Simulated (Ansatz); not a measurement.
Stepwise reaction of `COB(S)OC` with hydrogen fluoride, as a gas-phase model of exchange steps in deposition or etching. ΔE in kJ/mol.

Isolated molecules relaxed with PBE0-D4/def2-TZVP in Ansatz; ΔE leaves out vibrations. CBS: MP2 limit from def2 TZ/QZ plus the TZ coupled-cluster correction, frozen cores. This one scheme is used for every species. Functionals use def2-TZVPP. B3LYP here is the variant with VWN-RPA as its local correlation; programs differ in this. Each species was taken in one conformer, which may not be the lowest.

```json
{"step": "1", "reaction": "`COB(S)OC` + H–F → `COB(F)S` + CH₃OH", "PBE-D4": "-10.8", "B3LYP-D4": "-11.6", "ωB97M-V": "-11.5", "CCSD(T)/CBS": "-4.7"}
```

Problem. Give the row of step 2, `COB(F)S` + H–F → `FB(F)S` + CH₃OH. (Best estimate.)

Solution. The calculation gave: 
| step | reaction | PBE-D4 | B3LYP-D4 | ωB97M-V | CCSD(T)/CBS |
| --- | --- | --- | --- | --- | --- |
| 2 | `COB(F)S` + H–F → `FB(F)S` + CH₃OH | -9.2 | -8.8 | -9.7 | -3.7 |

Problem. By hand: ΔE of the 2 steps together at CCSD(T)/CBS.

Solution. (-4.7) + (-3.7) = -8.4 kJ/mol, or -4.2 kJ/mol a step.

In ΔE the steps differ by no more than 1.0 kJ/mol. PBE-D4 differs from CCSD(T)/CBS by -6.1 to -5.5 kJ/mol a step. Isolated molecules leave out the surface, adducts and barriers. Largest T1 diagnostic: 0.013.
